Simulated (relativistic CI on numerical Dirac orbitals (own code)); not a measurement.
Spin-allowed bands of a d3 ion in an octahedral site, by hand

Problem. Take Δ = 9900 cm⁻¹ and B = 600 cm⁻¹ for a d3 ion in an octahedral site. Calculate the three spin-allowed bands.

Working.
1. The terms of highest spin are 4F (energy 0) and 4P (15B = 9000 cm⁻¹). Here the F term splits into A2 at −1.2Δ = -11880, T2 at −0.2Δ = -1980 and T1 at +0.6Δ = 5940 cm⁻¹.
2. The two T1 states mix through the element 0.4Δ: H = [[5940, 3960], [3960, 9000]], with roots ½(H₁₁ + H₂₂) ∓ ½√[(H₂₂ − H₁₁)² + 4H₁₂²] = ½(14940) ∓ ½(8491) = 3225 and 11715 cm⁻¹.
3. The ground term is 4A2 at -11880 cm⁻¹.
4. Bands: 4T2 9900 cm⁻¹ (1010 nm), 4T1(F) 15105 cm⁻¹ (662 nm), 4T1(P) 23595 cm⁻¹ (424 nm).

Check. Exact diagonalisation of the whole d3 shell with these parameters gives 4T2 9900, 4T1 15105, 4T1 23595 cm⁻¹. The match is exact, since without spin-orbit coupling no other term has this spin. The ratio of the second band to the first, 1.526, depends on Δ/B = 16.5 alone, which is how a Tanabe-Sugano diagram is read.
